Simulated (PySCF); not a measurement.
Predicted microwave data (PySCF, PBE0-D3(BJ)/def2-SVP geometry optimisation, gas phase) for one isomer of CH9OPSi2:

```
Rotational constants : A = 7461, B = 822.2, C = 819.7 MHz
Dipole components    : |μa| = 0.31 D, |μb| = 0.20 D, |μc| = 1.67 D
Inertial defect      : -65.83 u·Å²
κ                    : -1.00
```

Question: Which structure is it? (One computed conformer of each.)
A. `[SiH3:1][CH2:2][O:3][SiH2:4][PH2:5]` with Si1–C2–O3–Si4 94°, C2–O3–Si4–P5 167°, O3–Si4–P5–H -178° and -84°
B. `[CH3:1][O:2][SiH2:3][PH:4][SiH3:5]` with C1–O2–Si3–P4 -178°, O2–Si3–P4–Si5 -173°
C. `[SiH3:1][O:2][CH2:3][SiH2:4][PH2:5]` with Si1–O2–C3–Si4 -170°, O2–C3–Si4–P5 55°, C3–Si4–P5–H -169° and -75°
D. `[CH3:1][Si@H:2]([PH2:3])[O:4][SiH3:5]` with C1–Si2–P3–H 164° and 70°, C1–Si2–O4–Si5 79°

Answer: A. It is [SiH3]CO[SiH2]P, point group C1. The candidates at the same level (rigid rotor, commonest isotopes):

| SMILES | A (MHz) | B (MHz) | C (MHz) | μa (D) | μb (D) | μc (D) | Δ (u·Å²) | point group | rotor |
| --- | --- | --- | --- | --- | --- | --- | --- | --- | --- |
| [SiH3]CO[SiH2]P | 7461 | 822.2 | 819.7 | 0.31 | 0.20 | 1.67 | -65.83 | C1 | – |
| C[Si@H](P)O[SiH3] | 2914 | 1496 | 1133 | 0.49 | 0.82 | 0.03 | -65.26 | C1 | asymmetric top |
| [SiH3]OC[SiH2]P | 4277 | 1065 | 896.6 | 0.59 | 0.93 | 0.05 | -29.08 | C1 | near-prolate asymmetric top |
| CO[SiH2]P[SiH3] | 7052 | 968.1 | 880.6 | 0.76 | 1.28 | 0.74 | -19.81 | – | near-prolate asymmetric top |

`CO[SiH2]P[SiH3]` has B 18 % too high; `C[Si@H](P)O[SiH3]` has B 82 % too high; `[SiH3]OC[SiH2]P` has A 43 % too low. No structure here is proved a minimum.
